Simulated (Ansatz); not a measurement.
Ansatz (an electronic-structure program) input file for SbBr2, SMILES [Br][Sb][Br], multiplicity 2, PBE0-D3(BJ)/def2-SVP. 

Ansatz 0.2 input:
```yaml
crystal:
  periodic: [false, false, false]
  atoms:
    - {symbol: Sb, position_ang: [0.00000000, -0.00000000, 0.99366944]}
    - {symbol: Br, position_ang: [-0.00000000, 1.89915475, -0.72395916]}
    - {symbol: Br, position_ang: [-0.00000000, -1.89915475, -0.72395916]}
basis:
  gaussian:
    orbitals: def2-SVP
hamiltonian:
  xc: pbe0
  dispersion: d3bj
magnetization: {spin_polarized: true, initial_magnetization: 1}
relax: {f_tol: 0.002, max_steps: 200}
```

Log of the run:

```
WARN ansatz: RAYON_NUM_THREADS=1 ignored (pool sized by the plan → 1); use --threads N
Functional definition: PBE0
integrals: 0.04 GiB planned
1018 factors; integrals over basis functions are off by at most 3.2e-4 eV
mean field: 0.90 GiB planned
mean field evaluation 1: about -146598.3126 eV, gradient 1.0e1 eV
mean field evaluation 2: about -146596.8880 eV, gradient 1.8e1 eV
mean field evaluation 4: about -146599.1135 eV, gradient 2.7e-1 eV
mean field evaluation 8: about -146599.1284 eV, gradient 8.4e-3 eV
mean field evaluation 16: about -146599.1284 eV, gradient 1.8e-5 eV
mean field -146599.12835495 eV, -5387.4185985863 hartree, gradient 1.3e-5 eV, S^2 0.753514; 0 other end points of the search recorded, 0 dependent functions left out
the calculation of the forces begins
reference -146599.12837743 eV, -5387.4185994125 hartree; 47, 46 occupied and 43, 44 virtual orbitals, 1018 factors
relax step   1: F+E_penalty+E_count = -146599.23546962 eV  Δ(F+E_penalty+E_count) = +0.000e0 eV  max|allowed force component| = 8.614e-1 eV/Å  Δτ_max = 0.0000 Å  (31 SCF iters, accepted)
these checks for a lower state are left out or cut short: starts, cluster_reference, orbital_swaps, neighbouring_geometries, increment
integrals: 0.04 GiB planned
1018 factors; integrals over basis functions are off by at most 3.3e-4 eV
mean field: 0.91 GiB planned
mean field -146599.14932746 eV, -5387.4193693119 hartree, gradient 1.8e-5 eV, S^2 0.753292; 0 other end points of the search recorded, 0 dependent functions left out
the calculation of the forces begins
reference -146599.14934963 eV, -5387.4193701267 hartree; 47, 46 occupied and 43, 44 virtual orbitals, 1018 factors
relax step   2: F+E_penalty+E_count = -146599.25525794 eV  Δ(F+E_penalty+E_count) = -1.979e-2 eV  max|allowed force component| = 5.624e-1 eV/Å  Δτ_max = 0.1157 Å  (32 SCF iters, accepted)
these checks for a lower state are left out or cut short: starts, cluster_reference, orbital_swaps, neighbouring_geometries, increment
integrals: 0.04 GiB planned
1018 factors; integrals over basis functions are off by at most 3.3e-4 eV
mean field: 0.90 GiB planned
mean field evaluation 32: about -146599.1638 eV, gradient 2.1e-5 eV
mean field -146599.16382463 eV, -5387.4199020729 hartree, gradient 2.1e-5 eV, S^2 0.753361; 0 other end points of the search recorded, 0 dependent functions left out
the calculation of the forces begins
reference -146599.16384697 eV, -5387.4199028939 hartree; 47, 46 occupied and 43, 44 virtual orbitals, 1018 factors
relax step   3: F+E_penalty+E_count = -146599.27030857 eV  Δ(F+E_penalty+E_count) = -1.505e-2 eV  max|allowed force component| = 5.930e-2 eV/Å  Δτ_max = 0.0503 Å  (32 SCF iters, accepted)
these checks for a lower state are left out or cut short: starts, cluster_reference, orbital_swaps, neighbouring_geometries, increment
integrals: 0.04 GiB planned
1018 factors; integrals over basis functions are off by at most 3.3e-4 eV
mean field: 0.90 GiB planned
mean field -146599.16395309 eV, -5387.4199067939 hartree, gradient 1.2e-5 eV, S^2 0.753353; 0 other end points of the search recorded, 0 dependent functions left out
the calculation of the forces begins
reference -146599.16397543 eV, -5387.4199076146 hartree; 47, 46 occupied and 43, 44 virtual orbitals, 1018 factors
relax step   4: F+E_penalty+E_count = -146599.27046789 eV  Δ(F+E_penalty+E_count) = -1.593e-4 eV  max|allowed force component| = 1.076e-2 eV/Å  Δτ_max = 0.0024 Å  (27 SCF iters, accepted)
these checks for a lower state are left out or cut short: starts, cluster_reference, orbital_swaps, neighbouring_geometries, increment
integrals: 0.04 GiB planned
1018 factors; integrals over basis functions are off by at most 3.3e-4 eV
mean field: 0.90 GiB planned
mean field -146599.16389951 eV, -5387.4199048246 hartree, gradient 6.9e-5 eV, S^2 0.753350; 0 other end points of the search recorded, 0 dependent functions left out
the calculation of the forces begins
reference -146599.16392184 eV, -5387.4199056454 hartree; 47, 46 occupied and 43, 44 virtual orbitals, 1018 factors
relax step   5: F+E_penalty+E_count = -146599.27048841 eV  Δ(F+E_penalty+E_count) = -2.052e-5 eV  max|allowed force component| = 3.923e-4 eV/Å  Δτ_max = 0.0028 Å  (23 SCF iters, accepted)
integrals: 0.04 GiB planned
1018 factors; integrals over basis functions are off by at most 3.3e-4 eV
mean field: 0.90 GiB planned
mean field evaluation 64: about -146599.1639 eV, gradient 1.6e-5 eV
mean field -146599.16389951 eV, -5387.4199048246 hartree, gradient 6.9e-5 eV, S^2 0.753350; 1 other end points of the search recorded, 0 dependent functions left out
the calculation of the forces begins
reference -146599.16392184 eV, -5387.4199056454 hartree; 47, 46 occupied and 43, 44 virtual orbitals, 1018 factors
Total energy: -146599.27051074 eV, -5387.4238227153 hartree
Atom 0 at     0.000000     0.000000     0.927137 Å, force    -0.000000    -0.000000    -0.000052 eV/Å
Atom 1 at    -0.000000     1.925713    -0.690693 Å, force     0.000000     0.000392     0.000026 eV/Å
Atom 2 at     0.000000    -1.925713    -0.690693 Å, force    -0.000000    -0.000392     0.000026 eV/Å
Dipole moment:    -0.000000    -0.000000     0.506382 e Å
```

The run converged.

Cost: very roughly 26 core-seconds.
